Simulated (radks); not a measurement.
Ba III, configuration [Kr] 4d9.75 5s2 5p6 5d0.25 (fractional occupations, a model configuration). Calculated with a radial shooting solver on a logarithmic mesh with Libxc functionals: scalar-relativistic Kohn-Sham, OLYP, spin-polarised, spherical densities, point nucleus; open shells are filled with parallel spins first (spin-orbit coupling, left out, can overturn this in heavy ions).

Radial electron density D(r) = 4 pi r^2 rho(r):

r (bohr),D(r) (e/bohr),spin D(r)
0.0008986,2.011,-0.00000252
0.001038,2.574,-0.00000322
0.001208,3.333,-0.00000416
0.001395,4.244,-0.00000530
0.001624,5.459,-0.00000680
0.001876,6.901,-0.00000858
0.002166,8.687,-0.0000108
0.002522,11.01,-0.0000136
0.002913,13.71,-0.0000169
0.003391,17.15,-0.0000211
0.003916,21.02,-0.0000258
0.004522,25.54,-0.0000312
0.005265,31.01,-0.0000377
0.00608,36.81,-0.0000445
0.007078,43.45,-0.0000521
0.008175,50.01,-0.0000595
0.009441,56.52,-0.0000666
0.01099,62.87,-0.0000730
0.01269,67.90,-0.0000768
0.01478,71.63,-0.0000767
0.01707,73.26,-0.0000688
0.01971,72.92,-0.0000460
0.02294,70.73,0.0000119
0.0265,67.73,0.000134
0.03085,64.96,0.000412
0.03562,64.25,0.000957
0.04114,66.62,0.00203
0.0479,72.87,0.00419
0.05531,81.31,0.00791
0.06439,90.19,0.0146
0.07437,95.32,0.0249
0.08589,94.82,0.0400
0.09999,88.00,0.0617
0.1155,78.55,0.0863
0.1334,71.10,0.111
0.1552,69.76,0.129
0.1793,74.67,0.130
0.2087,80.94,0.108
0.2411,80.75,0.0663
0.2784,70.84,0.0207
0.3241,52.99,-0.00213
0.3743,37.07,0.0279
0.4357,28.73,0.123
0.5032,29.19,0.249
0.5812,32.35,0.360
0.6766,32.20,0.411
0.7814,26.97,0.379
0.9096,18.97,0.283
1.051,12.69,0.182
1.213,9.217,0.108
1.412,7.742,0.0767
1.631,6.835,0.0813
1.899,5.418,0.101
2.193,3.693,0.114
2.533,2.099,0.108
2.948,0.9575,0.0840
3.405,0.3923,0.0584
3.964,0.1340,0.0365
4.578,0.04368,0.0205
5.287,0.01332,0.00930
6.155,0.003521,0.00310
7.108,0.0008539,0.000820
8.275,0.0001453,0.000144

D(r) has 4 maxima, at r = 0.0179, 0.0793, 0.224, 0.625 bohr, and minima at 0.0345, 0.148, 0.461 bohr, inside which lie 1.97, 11.19, 28.95 electrons.
